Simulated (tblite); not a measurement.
C2F5 (doublet state).
InChI=1S/C2F5/c3-1(4)2(5,6)7

Computed with GFN2-xTB (tblite): harmonic, unscaled wavenumbers at the GFN2-xTB geometry, gas phase. Against measured fundamentals such values can be off by several per cent, at times by over 20. Open shells enter through the occupations alone, without spin polarisation, and single modes of such species can be off by tens of per cent.

Harmonic wavenumbers (cm⁻¹): 33.6, 167.5, 177.9, 334.4, 381.6, 432.5, 525.1, 526.8, 585.3, 760.5, 984.5, 1085.0, 1107.9, 1238.7, 1292.6.

A = 3771, B = 2320, C = 1918 MHz; mass 118.992 u (most abundant isotopes); point group Cs, symmetry number 1; spin multiplicity 2.

What is the zero-point energy?

Half the sum of the wavenumbers: 4817 cm⁻¹ = 57.62 kJ/mol.

What is S at 298.15 K and 1 bar for an ideal gas of classical rigid rotors and harmonic oscillators?

Translation 168.46, rotation 114.44, vibration 65.86, spin (R ln 2) 5.76: S = 354.5 J/(mol K).

And Cp and H(298.15 K) − H(0)?

Cp = 98.99 J/(mol K), of which vibrations give 65.73 (their classical limit is 15 R = 124.7); H(298.15 K) − H(0) = 20.03 kJ/mol without the zero-point energy, 10.11 from vibrations.

What must be added to the electronic energy to get the Gibbs energy at 298.15 K and 1 bar?

ZPE + [H(298.15 K) − H(0)] − T·S = 57.62 + 20.03 − 105.70 = -28.05 kJ/mol.

Blend soft modes into free rotors: weight 1/[1 + (100 cm⁻¹/ν̃)⁴] for the oscillator and the rest for a rotor with moment μB/(μ + B), μ = h/(8π²ν), B = 10⁻⁴⁴ kg m². What vibrational entropy results?

58.93 J/(mol K) in place of 65.86, which changes −T·S at 298.15 K by +2.07 kJ/mol.

Which modes carry the vibrational entropy at 298.15 K?

33.6 cm⁻¹: 23.45; 167.5 cm⁻¹: 10.31; 177.9 cm⁻¹: 9.83; 334.4 cm⁻¹: 5.18; 381.6 cm⁻¹: 4.32; 432.5 cm⁻¹: 3.56 J/(mol K); the other 9 give 9.20 together.

Hindered rotation and anharmonicity are outside this model.

On one thread of an Arm Neoverse V2, no GPU, on a shared host, this took under 0.1 s wall. This covers the Hessian and the dipole derivatives.

Shape of the structure used: `[F:1][C:2]([F:3])[C:4]([F:5])([F:6])[F:7]`: F1–C2–C4–F5 -68°.
